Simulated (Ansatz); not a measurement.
`C[S][Ag]` + H–F → `[F][Ag]` + CH₃SH at 500 K and 1 bar (ligand exchange at the Ag–S bond).

Computed with Ansatz on PBE0-D4/def2-TZVP structures; ΔE is electronic, products minus reactants. CBS: MP2 limit from def2 TZ/QZ plus the TZ coupled-cluster correction, frozen cores. This one scheme is used for every species. Elements past krypton have def2 core potentials. For Ag outer-core shells are correlated without core-valence functions, which leaves a few kJ/mol of doubt a bond.

| species | CCSD(T)/CBS energy (Eh) | H − E (kJ/mol) | S (J/(mol·K)) |
| --- | --- | --- | --- |
| `C[S][Ag]` | -584.56425 | 130.4 | 346.9 |
| H–F | -100.39570 | 39.4 | 188.7 |
| `[F][Ag]` | -246.69940 | 19.4 | 254.0 |
| CH₃SH | -438.22835 | 145.1 | 283.7 |

H − E and S are ideal-gas, rigid-rotor, harmonic terms from PBE0-D4/def2-TZVP. 1 Eh = 2625.50 kJ/mol, R = 8.31446 J/(mol·K).

**Question.** By hand: ΔE, ΔH, ΔS and ΔG.

**Answer.** ΔE = (-246.69940) + (-438.22835) − (-584.56425) − (-100.39570) = 0.03220 Eh = 84.5 kJ/mol. Δ(H − E) = 19.4 + 145.1 − 130.4 − 39.4 = -5.3, so ΔH = 79.2 kJ/mol. ΔS = 254.0 + 283.7 − 346.9 − 188.7 = 2.1 J/(mol·K). ΔG = 79.2 − 500 × (2.1)/1000 = 78.2 kJ/mol.

**Question.** By hand: the equilibrium constant, and the temperature at which ΔG would vanish if ΔH and ΔS stayed fixed.

**Answer.** log₁₀ K = −ΔG/(RT ln 10) = -8.2. ΔG = 0 at ΔH/ΔS = 37714 K, far beyond where these terms or the molecules hold.

The number of gas molecules stays the same, so ΔS is small and ΔH decides. A doubt of 5 kJ/mol in ΔE shifts log₁₀ K by 0.5 here. These are equilibria of isolated gas molecules and say nothing of rates. Largest T1 diagnostic: 0.023 (customary marks: 0.02 for closed shells, 0.045 for open ones).
